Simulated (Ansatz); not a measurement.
`C[O][Al][Cl]` radical, 7 atoms. Charge 0, multiplicity 2. All runs use 2 threads of a server CPU on a shared host. Correlated methods freeze the cores. Open-shell runs search over several starts.

(1) How many basis functions does each run have, and how long does it take in Ansatz? UKS PBE0-D4/def2-TZVP frequencies; direct RPA on PBE orbitals/def2-TZVPP energy; UKS ωB97M-V/def2-SVP energy; UKS BHLYP-D4/def2-TZVPP energy; UHF-CCSD(T)/def2-TZVPP energy; UKS PBE0-D4/def2-SVP energy; UKS PBE0-D4/def2-QZVPP energy; UKS B3LYP-D4/def2-TZVPP energy and forces; UHF-CCSD(T)/def2-SVP energy; UKS ωB97M-V/def2-TZVPP energy and forces; UHF-MP2/def2-QZVPP energy; UKS ωB97M-V/def2-QZVPP energy. (Estimate.)

Answers

(1) Ansatz gave: Other jobs shared the machine, so times are rough.

```json
{"level": "UKS PBE0-D4/def2-SVP", "job": "energy", "functions": "79", "wall time": "2.4 s", "peak host memory (GiB)": "0.21"}
{"level": "UKS BHLYP-D4/def2-TZVPP", "job": "energy", "functions": "188", "wall time": "4 s", "peak host memory (GiB)": "0.54"}
{"level": "UKS B3LYP-D4/def2-TZVPP", "job": "energy and forces", "functions": "188", "wall time": "4.8 s", "peak host memory (GiB)": "0.52"}
{"level": "UHF-CCSD(T)/def2-SVP", "job": "energy", "functions": "79", "wall time": "5.5 s", "peak host memory (GiB)": "0.4"}
{"level": "UKS ωB97M-V/def2-SVP", "job": "energy", "functions": "79", "wall time": "8 s", "peak host memory (GiB)": "0.37"}
{"level": "direct RPA on PBE orbitals/def2-TZVPP", "job": "energy", "functions": "188", "wall time": "11 s", "peak host memory (GiB)": "0.51"}
{"level": "UKS ωB97M-V/def2-TZVPP", "job": "energy and forces", "functions": "188", "wall time": "12 s", "peak host memory (GiB)": "0.73"}
{"level": "UKS PBE0-D4/def2-QZVPP", "job": "energy", "functions": "344", "wall time": "22 s", "peak host memory (GiB)": "1.3"}
{"level": "UHF-MP2/def2-QZVPP", "job": "energy", "functions": "344", "wall time": "34 s", "peak host memory (GiB)": "1.4"}
{"level": "UKS ωB97M-V/def2-QZVPP", "job": "energy", "functions": "344", "wall time": "48 s", "peak host memory (GiB)": "1.3"}
{"level": "UKS PBE0-D4/def2-TZVP", "job": "frequencies", "functions": "154", "wall time": "2.7 min", "peak host memory (GiB)": "0.42"}
{"level": "UHF-CCSD(T)/def2-TZVPP", "job": "energy", "functions": "188", "wall time": "3.1 min", "peak host memory (GiB)": "4.5"}
```

B3LYP here is the variant with VWN-RPA as its local correlation; programs differ in this.
